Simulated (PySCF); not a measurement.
**From computed data to an observable: chemical shift, span and skew from a shielding tensor**

SiH₂Cl₂, SMILES Cl[SiH2]Cl. Atoms are numbered in the order given.

```xyz
5

Si     0.0000     0.0000     0.7664
Cl     1.6824     0.0000    -0.4085
Cl    -1.6824     0.0000    -0.4085
H      0.0000    -1.2244     1.5799
H      0.0000     1.2244     1.5799
```

Geometry optimised at B3LYP-D3(BJ)/def2-TZVP. The isomer is the one that the SMILES or the coordinates give; other isomers of the formula were not compared.

GIAO shieldings from PBE/pcSseg-2 (PySCF), non-relativistic, no solvent. The symmetric part of the tensor of Si1 has the principal values 269.7, 346.1, 354.1 ppm. The same nucleus in TMS has σ = 324.1 ppm at this level (PySCF, at its B3LYP-D3(BJ)/def2-TZVP geometry). Without spin–orbit terms, shifts of atoms bonded to Cl or Br come out too high.

**Question.** Work out the isotropic shielding, the ²⁹Si shift against TMS, the span and the skew.

**Answer.** 
σ(iso) = (σ11 + σ22 + σ33)/3 = 323.3 ppm. δ = σ(ref) − σ(iso) = 324.1 − (323.3) = 0.8 ppm.
Span Ω = σ33 − σ11 = 84.4 ppm. Skew κ = 3(σ(iso) − σ22)/Ω = -0.81. Tumbling in solution averages the tensor to δ; in a static solid the shielding alone would spread this spin-1/2 line over Ω.
